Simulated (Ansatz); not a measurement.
The cluster Ru₃⁺, relaxed as a doublet with UKS PBE-D4/def2-TZVP in Ansatz, starting from packed atoms. Force threshold 0.02 eV/Å.

In the def2 sets Ru takes a core potential; there is no spin–orbit coupling. The charge 1 doublet is spin-contaminated (final ⟨S²⟩ up to 3.24, 0.75 for a pure state). The structure comes from a short search, and lower isomers may exist.

Start:

```xyz
3

Ru    1.5596   -0.2570   -0.3039
Ru   -0.4843    1.0143    1.2702
Ru   -1.0753   -0.7573   -0.9664
```

(1) Estimate the energy that the relaxation releases and the steps that it takes.

(2) Does the start keep its bonding and symmetry?

(3) Predict the relaxed structure.

## Answers

(1) 227.0 kJ/mol, in 8 steps; 38 s on 4 threads of Intel Xeon on a shared host. The force fell under the threshold at step 7, but the optimiser went on. No frequencies were taken in this run, so the end may be a saddle point.

(2) By distances, no bond broke or formed. The bond that changes most is Ru1–Ru2, from 2.88 to 2.22 Å (atoms count from 1). The end is the same structure that another start reached. Point group Cs at the start, C2v at the end, both within 0.05 Å.

(3) 
```
atom   x (Å)   y (Å)   z (Å)
 Ru1   1.139  -0.164  -0.193
 Ru2  -0.277   0.911   1.142
 Ru3  -0.862  -0.746  -0.950
```
Bond lengths (bridged metal pairs left out): 3 × Ru–Ru 2.22 to 2.73 Å.
